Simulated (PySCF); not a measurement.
Polarisability of `C[S+](C)(=O)CC(F)F`

Species: C4H9F2OS (charge +1).
Geometry (GFN2-xTB, Å), atoms numbered from 1 in this order:
```
atom  x, y, z in Å
C1    -1.7425   -0.0203   -0.7331
S2    -0.6067   -0.3852    0.6082
C3    -0.2651    1.1468    1.4790
O4    -1.1503   -1.3613    1.4866
C5     0.9583   -1.0654   -0.0773
C6     1.6658   -0.1306   -1.0457
F7     1.9440    1.0413   -0.4351
F8     0.8477    0.1709   -2.0770
H9    -1.3569    0.7885   -1.3436
H10   -1.8766   -0.9154   -1.3339
H11   -2.6943    0.2532   -0.2853
H12    0.0579    1.9114    0.7814
H13   -1.1815    1.4445    1.9821
H14    0.5056    0.9648    2.2227
H15    1.5947   -1.2829    0.7809
H16    0.6914   -2.0004   -0.5705
H17    2.6014   -0.5478   -1.4493
```

Level: B3LYP/def2-SVPD (PySCF), static field, nuclei fixed, core orbitals frozen in the response. The polarisability tensor in these axes (au):

```
x   73.19 -0.58 -2.15
y   -0.58 66.69  1.88
z   -2.15  1.88 69.97
```

Q: Give the principal values, the mean and the anisotropy Δα = √{½[(α1 − α2)² + (α2 − α3)² + (α1 − α3)²]}.

A: Principal values 65.81, 69.52 and 74.52 au; mean 69.95 au = 10.37 Å³ = 11.53 × 10⁻⁴⁰ C²·m²/J; Δα = 7.56 au (11 % of the mean).

Q: What are the principal values of the traceless quadrupole moment, Θ = ½Σq(3rr − r²1), about the centre of nuclear charge?

A: -20.09, 3.66, 16.42 D·Å. The values depend on the origin, since the species is charged. The electronic extent ⟨r²⟩ about the same centre is 1100 bohr², a root-mean-square distance of 2.04 Å for the 74 electrons.

Q: In TDDFT the mean static polarisability is Σ f/ω² over all singlet excitations (ω in hartree). How much of it do the 8 lowest give? Their energies (eV) and oscillator strengths: 7.27, 0.0140; 7.31, 0.0016; 8.06, 0.0000; 8.21, 0.0647; 8.36, 0.0008; 8.43, 0.0190; 8.52, 0.0294; 8.75, 0.0656.

A: They add up to 2.07 au, 3.0 % of the 69.95 au; the largest single term is 0.71 au, from the state at 8.21 eV. Terms in order: 0.20, 0.02, 0.00, 0.71, 0.01, 0.20, 0.30, 0.63 au. Higher excitations give the rest. The strengths listed sum to 0.195.

Q: Give the principal axes and the span of the nuclei along them.

A: Largest value along (0.86, -0.18, -0.48), where the nuclei span 5.25 Å; middle along (0.51, 0.40, 0.76), 4.68 Å; least along (-0.06, 0.90, -0.44), 3.18 Å. The response follows the extents in order.

Isolated species at its GFN2-xTB geometry (one conformer only).

The run behind these numbers computed excited states as well. Time: 29 s wall; peak memory 0.96 GiB. Hardware: one thread, AMD EPYC 9R45 (x86_64) (shared host).
